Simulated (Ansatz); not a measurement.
Telling isomers of BGaH2O apart by their spectra

These gas-phase data were calculated for one isomer of BGaH2O at PBE0-D3(BJ)/def2-SVP (harmonic, unscaled wavenumbers; equilibrium rotational constants with average atomic masses):

- rotational constants: 133.6, 3.05, 2.982 GHz
- all wavenumbers above 1500 cm⁻¹: 2025, 2015, 2008
- dipole moment: 3.33 D (PBE0/def2-TZVPD)

Candidates:

(1) `B[O][Ga]`, a singlet
(2) `O=[B][GaH2]`, a singlet

**Question.** Assign the data to one candidate and say why.

**Answer.** Candidate (2). No mode falls between 2350 and 2900 cm⁻¹, where the B–H stretch of (1) would stand.

The same quantities for all candidates:

```tsv
	rotational constants (GHz)	wavenumbers above 1500 cm⁻¹	dipole (D)	E above the lowest, PBE0-D3(BJ)/def2-SVP (kcal/mol)
(1)	224.6, 3.632, 3.574	2579, 2500	2.21	0.0
(2)	133.6, 3.05, 2.982	2025, 2015, 2008	3.33	23.4
```

Harmonic stretches to hydrogen usually lie a few per cent above observed fundamentals. Each candidate is one conformer. Programs: Ansatz 0.2.0.
